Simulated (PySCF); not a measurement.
**¹⁵N chemical shifts**

Theoretical values (PySCF 2.14): GFN2-xTB structure, shieldings: GIAO PBE0/pcSseg-1. Fast rotation and ring inversion assumed for equivalent nuclei, in vacuum, relativity neglected, a single conformation.

Shieldings were converted by a linear fit to measured shifts: ¹⁵N: δ = -148.07 − 0.921σ (rms 6.3 ppm, 71 shifts vs CH3NO2, solution or neat liquid). A few per cent of atoms miss by over 2 rms, more outside the fitted compound classes.

Task: Give the ¹⁵N shifts of `C[Si@](N)(P)CC[SiH3]`, `C/C(=C/F)[SiH2]C#N`, `O[Si@@H]1NCCN[SiH2]N1`, `[SiH3]N([SiH3])[SiH2]C(Cl)(Cl)Cl`, `N#C[SiH2]/C=C\CF`.

Result: 
```
                                                 compound                                            environment  δ (ppm)
                                     C[Si@](N)(P)CC[SiH3]                             nitrogen bonded to Si, 2 H   -373.3
                                       C/C(=C/F)[SiH2]C#N                                       nitrile nitrogen    -55.9
[OH:1][Si@@H:2]1[NH:3][CH2:4][CH2:5][NH:6][SiH2:7][NH:8]1   N8: nitrogen bonded to 2 Si, H, in a 7-membered ring   -337.0
[OH:1][Si@@H:2]1[NH:3][CH2:4][CH2:5][NH:6][SiH2:7][NH:8]1  N3: nitrogen bonded to C, Si, H, in a 7-membered ring   -348.4
[OH:1][Si@@H:2]1[NH:3][CH2:4][CH2:5][NH:6][SiH2:7][NH:8]1  N6: nitrogen bonded to C, Si, H, in a 7-membered ring   -350.6
                         [SiH3]N([SiH3])[SiH2]C(Cl)(Cl)Cl                                nitrogen bonded to 3 Si   -395.7
                                         N#C[SiH2]/C=C\CF                                       nitrile nitrogen    -63.7
```

Task: Order these by ¹⁵N shift, lowest first.
A. N#CC/C(F)=C/[SiH3]
B. N#C/C=C\[C@H](F)[SiH3]
C. C#C[Si@@H](N)C(=C)F
D. C#C/C=C/[Si@H](N)F
E. N#C[SiH2]/C=C/CF

Result: C (-385.7 ppm, nitrogen bonded to Si, 2 H), D (-360.2 ppm, nitrogen bonded to Si, 2 H), A (-110.1 ppm, nitrile nitrogen), B (-85.0 ppm, nitrile nitrogen), E (-58.2 ppm, nitrile nitrogen).
